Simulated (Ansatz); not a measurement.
`[F][GaH][SH]` + H₂O → `[OH][GaH][F]` + H₂S at 600 K and 1 bar (formal hydrolysis of a Ga–S bond).

Isolated molecules relaxed with PBE0-D4/def2-TZVP in Ansatz; ΔE leaves out vibrations. CCSD(T)/CBS is the MP2 limit (def2-TZVPP, def2-QZVPP) plus CCSD(T) − MP2 in def2-TZVPP, frozen cores. This one scheme is used for every species. For Ga outer-core shells are correlated without core-valence functions, which leaves a few kJ/mol of doubt a bond. Scalar relativity is left out up to krypton. One conformer a species, not always the lowest.

```tsv
species	CCSD(T)/CBS energy (Eh)	H − E (kJ/mol)	S (J/(mol·K))
`[F][GaH][SH]`	-2422.78377	87.8	359.2
H₂O	-76.37941	76.8	212.8
`[OH][GaH][F]`	-2100.17635	96.3	342.0
H₂S	-398.97279	60.8	230.9
```

H − E and S are ideal-gas, rigid-rotor, harmonic terms from PBE0-D4/def2-TZVP, for one conformer and one mirror image of each species. 1 Eh = 2625.50 kJ/mol, R = 8.31446 J/(mol·K).

Problem. By hand: ΔE, ΔH, ΔS and ΔG.

Solution. ΔE = (-2100.17635) + (-398.97279) − (-2422.78377) − (-76.37941) = 0.01404 Eh = 36.9 kJ/mol. Δ(H − E) = 96.3 + 60.8 − 87.8 − 76.8 = -7.5, so ΔH = 29.4 kJ/mol. ΔS = 342.0 + 230.9 − 359.2 − 212.8 = 0.9 J/(mol·K). ΔG = 29.4 − 600 × (0.9)/1000 = 28.9 kJ/mol.

Problem. By hand: the equilibrium constant, and the temperature at which ΔG would vanish if ΔH and ΔS stayed fixed.

Solution. log₁₀ K = −ΔG/(RT ln 10) = -2.5. ΔG = 0 at ΔH/ΔS = 32667 K, far beyond where these terms or the molecules hold.

The number of gas molecules stays the same, so ΔS is small and ΔH decides. A doubt of 5 kJ/mol in ΔE shifts log₁₀ K by 0.4 here. Other conformers and mirror images would add mixing entropy, several J/(mol·K) or more a flexible species. These are equilibria of isolated gas molecules and say nothing of rates. Largest T1 diagnostic: 0.015 (customary marks: 0.02 for closed shells, 0.045 for open ones).
